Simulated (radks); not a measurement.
Values are calculated unless marked as measured or tabulated.
Coulomb parameter of the 3d shell of the iron ion Fe+ in the model configuration [Ar] 3d5 4s1 4p1, as a second difference U = [E(n + 0.25) + E(n - 0.25) - 2 E(n)] / (0.25)^2 with all orbitals relaxed. "Bare": the charge of the atom changes with n. "Screened": the 4p shell takes up the change at fixed total charge, which measures U(3d,3d) + U(4p,4p) - 2 U(3d,4p). Code: a radial shooting solver on a logarithmic mesh with Libxc functionals. Model: Dirac Kohn-Sham, PBEsol, spin-unpolarised, spherical densities, finite nucleus; open shells are shared between the two j in proportion to 2j + 1; Fermi nuclear charge, rms radius 3.7377 fm.

case,configuration,E - E(n) (eV)
start,[Ar] 3d5 4s1 4p1,0.000
bare +0.25,[Ar] 3d5.25 4s1 4p1,-5.256
bare -0.25,[Ar] 3d4.75 4s1 4p1,6.230
screened +0.25,[Ar] 3d5.25 4s1 4p0.75,-3.265
screened -0.25,[Ar] 3d4.75 4s1 4p1.25,3.613

U(bare) = 15.593 eV, U(screened by 4p) = 5.577 eV, against the Slater integral F0(3d,3d) = 24.656 eV with frozen orbitals.
